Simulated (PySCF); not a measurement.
Isomers of C9H12, from PySCF, PBE0-D3(BJ)/def2-SVP geometry optimisation, gas phase. One conformer each, no zero-point energy, no frequencies.

Task: Which isomer lies lowest at this level?
A. `[CH3:1][CH:2]([CH3:3])[c:4]1[cH:5][cH:6][cH:7][cH:8][cH:9]1` with C1–C2–C4–C5 -63°: A = 3356, B = 1083, C = 994.5 MHz, dipole 0.37 D
B. `[CH3:1][C:2]#[C:3]/[CH:4]=[CH:5]\[CH:6]1[CH2:7][CH2:8][CH2:9]1` with C4–C5–C6–C7 128°, C5–C6–C7–C8 142°, C6–C7–C8–C9 -20°, C7–C8–C9–C6 20°, C5–C6–C9–C8 -142°: A = 3157, B = 724.4, C = 651.2 MHz, dipole 0.67 D
C. `CC1=C[C@@]2(C=C1)C[C@H]2C`: A = 3270, B = 1144, C = 973.5 MHz, dipole 0.86 D

Result: A. That is `CC(C)c1ccccc1`, 36.7 kcal/mol below the next.

```json
{"SMILES": "CC(C)c1ccccc1", "mapped SMILES": "[CH3:1][CH:2]([CH3:3])[c:4]1[cH:5][cH:6][cH:7][cH:8][cH:9]1", "E (Eh)": "-349.53629", "relative (kcal/mol)": "0.0", "relative (kJ/mol)": "0.0", "dipole (D)": "0.37"}
{"SMILES": "CC1=C[C@@]2(C=C1)C[C@H]2C", "mapped SMILES": "[CH3:1][C:2]1=[CH:3][C@@:4]2([CH:5]=[CH:6]1)[CH2:7][C@H:8]2[CH3:9]", "E (Eh)": "-349.47786", "relative (kcal/mol)": "36.7", "relative (kJ/mol)": "153.4", "dipole (D)": "0.86"}
{"SMILES": "CC#C/C=C\\C1CCC1", "mapped SMILES": "[CH3:1][C:2]#[C:3]/[CH:4]=[CH:5]\\[CH:6]1[CH2:7][CH2:8][CH2:9]1", "E (Eh)": "-349.41882", "relative (kcal/mol)": "73.7", "relative (kJ/mol)": "308.4", "dipole (D)": "0.67"}
```

As drawn, the lowest has an aromatic ring, which the highest lacks; the highest has a four-membered ring, a C≡C bond and a C=C bond outside aromatic rings, which the lowest lacks.
